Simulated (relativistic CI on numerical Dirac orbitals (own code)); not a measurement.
**Mn²⁺ in a cubic cluster: 2p photoemission with charge transfer**

Computed with a charge-transfer multiplet model of a cubic metal-ligand cluster with up to one ligand hole, Slater and spin-orbit integrals from Dirac-Coulomb-Breit ions, Slater integrals scaled by 0.8. The ground state mixes d5 with configurations of k ligand holes L, whose averages lie at kΔ + k(k − 1)U_dd/2; a core hole lowers each added d electron by U_cd. 300 K, Lorentzian 0.6 eV and Gaussian 0.8 eV FWHM.

Atomic integrals in eV (Slater integrals scaled, ζ unscaled), ground: F2dd 8.204, F4dd 5.095, zeta_d 0.037; with the core hole: F2dd 9.718, F4dd 6.082, zeta_d 0.060, zeta_core 6.788, F2cd 5.619, G1cd 4.209, G3cd 2.391.

Cluster parameters (eV): Δ = 4.3, U_dd = 5.1, 10Dq = 1.6, 10Dq(ligand) = 1.3, V(eg) = 1.55, V(t2g) = -0.69, final-state hopping factor = 0.9.

```
         Case   n_d    d5   d6L     S
U_cd = 6.3 eV  5.10  0.90  0.10  2.50
U_cd = 6.9 eV  5.10  0.90  0.10  2.50
U_cd = 7.5 eV  5.10  0.90  0.10  2.50
```

Weights, n_d and S are thermal averages at 300 K. Binding energies count from the first peak over 30 % of the highest in each spectrum, which can be another peak from case to case. The parameters are a model scan and need not match a compound or its usual spin state. Peaks in eV (height, largest 100):
- U_cd = 6.3 eV: 0.0 (100), 1.1 (82), 4.6 (29), 5.8 (26), 11.9 (46), 12.9 (49), 16.5 (13), 17.3 (12)
- U_cd = 6.9 eV: 0.0 (100), 1.2 (87), 4.6 (36), 5.7 (33), 11.9 (48), 12.9 (50), 16.5 (17), 17.4 (17)
- U_cd = 7.5 eV: 0.0 (100), 1.1 (93), 4.6 (45), 5.7 (43), 11.9 (51), 12.8 (51), 16.5 (23), 17.5 (22)

Curve for U_cd = 6.3 eV (points under 2 left out, the grid thinned):

```json
{"E (eV)": "-3.5", "Intensity": "2.0"}
{"E (eV)": "-2.9", "Intensity": "2.8"}
{"E (eV)": "-2.4", "Intensity": "3.9"}
{"E (eV)": "-1.9", "Intensity": "6.0"}
{"E (eV)": "-1.3", "Intensity": "13.1"}
{"E (eV)": "-0.7", "Intensity": "44.4"}
{"E (eV)": "-0.2", "Intensity": "93.1"}
{"E (eV)": "0.3", "Intensity": "92.1"}
{"E (eV)": "0.9", "Intensity": "80.9"}
{"E (eV)": "1.5", "Intensity": "78.0"}
{"E (eV)": "2.0", "Intensity": "63.4"}
{"E (eV)": "2.5", "Intensity": "43.4"}
{"E (eV)": "3.1", "Intensity": "28.1"}
{"E (eV)": "3.7", "Intensity": "24.2"}
{"E (eV)": "4.2", "Intensity": "27.1"}
{"E (eV)": "4.7", "Intensity": "28.7"}
{"E (eV)": "5.3", "Intensity": "24.8"}
{"E (eV)": "5.9", "Intensity": "25.6"}
{"E (eV)": "6.4", "Intensity": "22.5"}
{"E (eV)": "6.9", "Intensity": "17.3"}
{"E (eV)": "7.5", "Intensity": "12.2"}
{"E (eV)": "8.1", "Intensity": "9.0"}
{"E (eV)": "8.6", "Intensity": "8.1"}
{"E (eV)": "9.1", "Intensity": "8.6"}
{"E (eV)": "9.7", "Intensity": "9.8"}
{"E (eV)": "10.3", "Intensity": "12.1"}
{"E (eV)": "10.8", "Intensity": "18.8"}
{"E (eV)": "11.3", "Intensity": "34.1"}
{"E (eV)": "11.9", "Intensity": "46.0"}
{"E (eV)": "12.5", "Intensity": "45.7"}
{"E (eV)": "13.0", "Intensity": "48.8"}
{"E (eV)": "13.5", "Intensity": "35.5"}
{"E (eV)": "14.1", "Intensity": "19.9"}
{"E (eV)": "14.7", "Intensity": "13.2"}
{"E (eV)": "15.2", "Intensity": "11.4"}
{"E (eV)": "15.7", "Intensity": "11.0"}
{"E (eV)": "16.3", "Intensity": "12.5"}
{"E (eV)": "16.9", "Intensity": "12.2"}
{"E (eV)": "17.4", "Intensity": "12.3"}
{"E (eV)": "17.9", "Intensity": "9.5"}
{"E (eV)": "18.5", "Intensity": "4.7"}
{"E (eV)": "19.1", "Intensity": "2.9"}
{"E (eV)": "19.6", "Intensity": "2.3"}
{"E (eV)": "20.1", "Intensity": "2.2"}
{"E (eV)": "20.7", "Intensity": "2.1"}
```

For the case U_cd = 6.3 eV, Δ = 4.3 eV is smaller than U_dd = 5.1 eV, the charge-transfer side of the Zaanen-Sawatzky-Allen scheme. With the core hole the configuration with one ligand hole lies at Δ − U_cd = -2.0, -2.6, -3.2 eV from the one without, in the order of the table; where this is negative the screened configuration lies lower, though the effective hopping of about 2.2 eV (from the holes of the mixed ground state) mixes the two strongly wherever it is as large as the gap.

With at most 1 ligand hole the space is cut while the next configuration still counts, so covalency is underestimated, and a final configuration with one more ligand hole, which can lie low, is missing from the spectra.
